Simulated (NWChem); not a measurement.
Species: C$_{3}$H$_{7}$NS; SMILES C/N=C/CS

```xyz
12

C      0.4450    -2.7465    -0.0618
N     -0.1464    -1.5299     0.4415
C     -0.3318    -0.5610    -0.3698
C     -0.9030     0.7447     0.0942
S      0.3528     2.0875    -0.0312
H      1.3688    -2.9736     0.5128
H     -0.2448    -3.5978     0.1233
H      0.6993    -2.7242    -1.1508
H     -0.0357    -0.6105    -1.4502
H     -1.2861     0.6501     1.1286
H     -1.7263     1.0804    -0.5698
H      1.2246     1.5290     0.8552
```
Atoms are numbered in this order, from 1.

Results from NWChem. Pople sets run with spherical d functions. Structure relaxed at the PBE-D3(BJ)/def2-SVP level. Not confirmed as a minimum by frequencies. Level: M06-2X/6-31G* with SMD (1 M gas to 1 M solution), gas-phase geometry.

```tsv
solvent	dielectric constant	solvation free energy (kcal/mol)	cavity-dispersion-structure term (kcal/mol)	dipole in solution (D)
water	78.4	-5.6	-0.1	1.82
2-propanol	19.3	-6.8	-1.5	1.80
cyclohexanone	15.6	-5.6	-0.4	1.79
acetone	20.5	-6.5	-1.1	1.80
1-propanol	20.5	-6.7	-1.4	1.80
benzene	2.27	___	-2.0	1.62
n-hexane	1.88	-4.5	-2.0	1.59
```

Question: What belongs in the gaps?

Answer: 
- benzene, solvation free energy (kcal/mol): -5.0
